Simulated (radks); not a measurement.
Initial-state core-level shifts of the thulium ion Tm2+ when its valence configuration changes from [Xe] 4f13. All-electron calculation, Dirac Kohn-Sham, PBE, spin-unpolarised, spherical densities, finite nucleus; open shells fill j = l - 1/2 first; Fermi nuclear charge, rms radius 5.2256 fm. Program: a radial shooting solver on a logarithmic mesh with Libxc functionals. Shifts are changes of the shell-averaged eigenvalues in eV (positive: less bound); the change of the density at the nucleus, which sets a Mossbauer isomer shift, is in e/bohr^3, on a base of 9.496e+05.

valence                2s       4s       5s       5p  density at nucleus
4f12 6s1           -9.769  -10.283   -6.737   -5.796             +106.87
4f11 6p2          -23.436  -24.404  -16.126  -14.031             +103.50
4f12.5 5d0.5       -3.368   -3.652   -1.976   -1.614              +17.21
4f12 5d1           -7.021   -7.591   -3.995   -3.249              +36.48
4f12.5 6s0.5       -4.638   -4.898   -3.278   -2.828              +49.60
4f11 6s2          -21.275  -22.241  -13.996  -11.983             +244.37
4f12 6p1          -10.899  -11.412   -7.873   -6.892              +45.22
4f12 5d0.5 6s0.5   -8.358   -8.903   -5.336   -4.497              +70.39
4f10 6s1 6p2      -36.284  -37.569  -23.556  -20.323             +254.88
